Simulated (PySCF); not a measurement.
```xyz
10

Si    -1.7782     0.1427    -0.1687
B      0.0875     0.6777     0.3406
Si     1.7438    -0.3797    -0.0715
H     -1.8455    -0.7271    -1.3685
H     -2.6906     1.2964    -0.3697
H     -2.2859    -0.6441     0.9917
H      0.2191     1.6416     1.0315
H      1.5862    -1.3487    -1.1834
H      2.0537    -1.1498     1.1662
H      2.9099     0.4911    -0.3681
```

Charge 0, multiplicity 1.

Give the Mulliken and meta-Löwdin atomic charges from TPSSh-D3(BJ)/def2-TZVP // B3LYP-D3(BJ)/def2-TZVP run with PySCF.


| atom | Mulliken (e) | meta-Löwdin (e) |
|---|---|---|
| Si1 | 0.06 | 0.37 |
| B2 | -0.02 | -0.25 |
| Si3 | 0.06 | 0.37 |
| H4 | -0.03 | -0.09 |
| H5 | -0.03 | -0.09 |
| H6 | -0.02 | -0.08 |
| H7 | 0.05 | 0.04 |
| H8 | -0.03 | -0.10 |
| H9 | -0.02 | -0.08 |
| H10 | -0.03 | -0.09 |
